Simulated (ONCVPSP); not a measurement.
**Configuration tests for chromium (ONCV)**

ONCVPSP 4.0.1 input, shortened (lines: element, Z, core and valence counts, functional; n l f; lmax; l rc ep ncon nbas qcut; lloc lpopt rc5 dvloc0; l nproj debl; icmod fcfact rcfact), PBE, scalar-relativistic:

```
  Cr 24.00    3    3        4      upf
    1    0    2.00
    2    0    2.00
    2    1    6.00
    3    0    2.00
    3    1    6.00
    3    2    5.00
    3
    0    1.15    0.00    4    7   11.70
    1    1.05    0.00    4    7    8.90
    2    1.35    0.00    4    8   14.20
    3    1.20    0.37    4    7    9.10
    4    5    0.90    6.00
    0    1    2.60
    1    2    1.90
    2    2    2.70
    3    2    3.30
    3    2.75    1.50
```

In the p channel the program set the typed energies aside and used -1.928, 0.250 Ha.

Energies are relative to the spin-unpolarised reference configuration 3s2 3p6 3d5; without spin polarisation the order of configurations can differ from experiment.

```
valence configuration  charge  ΔE all-electron (eV)  error AE − PS (meV)
      3s2 3p6 3d5 4s1       0                -6.902                  +29
          3s2 3p6 3d4      +2                16.052                 +2.5
          3s2 3p6 3d3      +3                46.801                  +27
```

Task: What are ΔE and the potential's error for 3s2 3p6 3d5 4p1?

Result: ΔE = -3.780 eV all-electron; the error (AE − PS) is +0.5 meV.

Levels in the configuration 3s2 3p6 3d4:

| level | all-electron (eV) | pseudo (eV) |
| --- | --- | --- |
| 3s | -95.147 | -95.150 |
| 3p | -66.460 | -66.467 |
| 3d | -22.856 | -22.848 |
